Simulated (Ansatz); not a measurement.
Reaction (ligand exchange at the Sn–Se bond): `[SH][SnH2][SeH]` + HCl → `[SH][SnH2][Cl]` + H₂Se

Isolated molecules relaxed with PBE0-D4/def2-TZVP in Ansatz; ΔE leaves out vibrations. CCSD(T)/CBS adds triple-zeta CCSD(T) − MP2 to the extrapolated MP2 energy (def2 sets, frozen cores). This one scheme is used for every species. DFT in def2-TZVPP. HSE06 is defined as in plane-wave codes. def2 core potentials past Kr. For Se, Sn outer-core shells are correlated without core-valence functions, which leaves a few kJ/mol of doubt a bond. Scalar relativity is left out up to krypton. Each species was taken in one conformer, which may not be the lowest.

Is it downhill or uphill in electronic energy at CCSD(T)/CBS, and by how much? (An estimate is asked.)

Computed: Downhill: ΔE = -0.11 eV.

What do these levels give: BLYP-D4, r2SCAN0-D4, ωB97X-V, ωB97M-V, PBE, revPBE, PBE0, r2SCAN0, HSE06, LC-ωPBE, HF/def2-QZVPP, CCSD/CBS(def2)? (An estimate is asked.)

Ansatz gave: BLYP-D4 -0.15, r2SCAN0-D4 -0.15, ωB97X-V -0.19, ωB97M-V -0.17, PBE -0.13, revPBE -0.15, PBE0 -0.14, r2SCAN0 -0.16, HSE06 -0.14, LC-ωPBE -0.18, HF/def2-QZVPP -0.27, CCSD/CBS(def2) -0.13 eV.

What do rigid-rotor, harmonic-oscillator terms from PBE0-D4/def2-TZVP frequencies (298.15 K, 1 bar) make of the CCSD(T)/CBS value? (Estimate.)

Ansatz gave: ΔZPE = +0.01 eV, ΔH = -0.12 eV, ΔS = -5 J/(mol·K), ΔG = -0.11 eV. Modes under 50 cm⁻¹ make the entropy rough.

Largest T1 diagnostic among the species: 0.012.

The D4 term adds +0.03 eV with B3LYP and +0.02 eV with PBE0; it sums over pairs of atoms, weighted by their polarisabilities, and B3LYP, whose exchange is more repulsive, gets the larger term. At CCSD(T), def2-SVP lies −0.06 eV from the extrapolated value and def2-TZVPP −0.02 eV.

B3LYP here is the variant with VWN-RPA as its local correlation; programs differ in this.
